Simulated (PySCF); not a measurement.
Al(Cl)(Me)(vinyl) (C₃H₆AlCl), SMILES [CH](=C)[Al]([CH3])[Cl].

Coordinates come from a B3LYP-D3(BJ)/def2-SVP optimisation. The structure was generated by enumeration; whether it is a known compound was not checked. One conformer was computed; it need not be the lowest.

These are B3LYP-D3(BJ)/def2-SVP in PySCF 2.14.0 values and carry that method's errors.

Frequencies are harmonic and unscaled.

Question: Estimate the vibrational spectrum. (An estimate is asked for; the answer gives what the named calculation found.)

Answer: 
```json
[
 {"mode": "1", "ν (cm⁻¹)": "40", "IR (km/mol)": "0.0", "moving atoms (share of kinetic energy)": "H 98 %"},
 {"mode": "2", "ν (cm⁻¹)": "70", "IR (km/mol)": "0.4", "moving atoms (share of kinetic energy)": "C 50 %, H 31 %, Al 11 %, Cl 8 %"},
 {"mode": "3", "ν (cm⁻¹)": "115", "IR (km/mol)": "1.9", "moving atoms (share of kinetic energy)": "C 48 %, H 23 %, Al 15 %, Cl 14 %"},
 {"mode": "4", "ν (cm⁻¹)": "161", "IR (km/mol)": "6.4", "moving atoms (share of kinetic energy)": "C 42 %, H 23 %, Cl 22 %, Al 13 %"},
 {"mode": "5", "ν (cm⁻¹)": "190", "IR (km/mol)": "8.4", "moving atoms (share of kinetic energy)": "Al 49 %, H 36 %, C 12 %"},
 {"mode": "6", "ν (cm⁻¹)": "279", "IR (km/mol)": "2.7", "moving atoms (share of kinetic energy)": "C 56 %, Cl 21 %, H 19 %"},
 {"mode": "7", "ν (cm⁻¹)": "451", "IR (km/mol)": "24.0", "moving atoms (share of kinetic energy)": "H 70 %, C 25 %"},
 {"mode": "8", "ν (cm⁻¹)": "471", "IR (km/mol)": "36.0", "moving atoms (share of kinetic energy)": "C 38 %, Cl 31 %, Al 18 %, H 14 %"},
 {"mode": "9", "ν (cm⁻¹)": "611", "IR (km/mol)": "40.5", "moving atoms (share of kinetic energy)": "C 38 %, Al 29 %, H 25 %"},
 {"mode": "10", "ν (cm⁻¹)": "646", "IR (km/mol)": "54.2", "moving atoms (share of kinetic energy)": "H 73 %, C 19 %"},
 {"mode": "11", "ν (cm⁻¹)": "705", "IR (km/mol)": "87.4", "moving atoms (share of kinetic energy)": "H 43 %, C 29 %, Al 28 %"},
 {"mode": "12", "ν (cm⁻¹)": "717", "IR (km/mol)": "156.4", "moving atoms (share of kinetic energy)": "Al 39 %, H 33 %, C 27 %"},
 {"mode": "13", "ν (cm⁻¹)": "996", "IR (km/mol)": "12.6", "moving atoms (share of kinetic energy)": "H 88 %, C 12 %"},
 {"mode": "14", "ν (cm⁻¹)": "1000", "IR (km/mol)": "27.7", "moving atoms (share of kinetic energy)": "H 73 %, C 27 %"},
 {"mode": "15", "ν (cm⁻¹)": "1061", "IR (km/mol)": "9.3", "moving atoms (share of kinetic energy)": "H 92 %"},
 {"mode": "16", "ν (cm⁻¹)": "1221", "IR (km/mol)": "26.0", "moving atoms (share of kinetic energy)": "H 79 %, C 21 %"},
 {"mode": "17", "ν (cm⁻¹)": "1267", "IR (km/mol)": "2.2", "moving atoms (share of kinetic energy)": "H 71 %, C 29 %"},
 {"mode": "18", "ν (cm⁻¹)": "1419", "IR (km/mol)": "14.4", "moving atoms (share of kinetic energy)": "H 82 %, C 18 %"},
 {"mode": "19", "ν (cm⁻¹)": "1426", "IR (km/mol)": "1.7", "moving atoms (share of kinetic energy)": "H 95 %"},
 {"mode": "20", "ν (cm⁻¹)": "1427", "IR (km/mol)": "7.8", "moving atoms (share of kinetic energy)": "H 92 %"},
 {"mode": "21", "ν (cm⁻¹)": "1641", "IR (km/mol)": "22.7", "moving atoms (share of kinetic energy)": "C 80 %, H 20 %"},
 {"mode": "22", "ν (cm⁻¹)": "3020", "IR (km/mol)": "2.1", "moving atoms (share of kinetic energy)": "H 97 %"},
 {"mode": "23", "ν (cm⁻¹)": "3093", "IR (km/mol)": "21.7", "moving atoms (share of kinetic energy)": "H 95 %"},
 {"mode": "24", "ν (cm⁻¹)": "3101", "IR (km/mol)": "4.1", "moving atoms (share of kinetic energy)": "H 91 %, C 9 %"},
 {"mode": "25", "ν (cm⁻¹)": "3117", "IR (km/mol)": "6.8", "moving atoms (share of kinetic energy)": "H 91 %, C 9 %"},
 {"mode": "26", "ν (cm⁻¹)": "3118", "IR (km/mol)": "7.3", "moving atoms (share of kinetic energy)": "H 92 %, C 8 %"},
 {"mode": "27", "ν (cm⁻¹)": "3177", "IR (km/mol)": "16.3", "moving atoms (share of kinetic energy)": "H 89 %, C 11 %"}
]
```
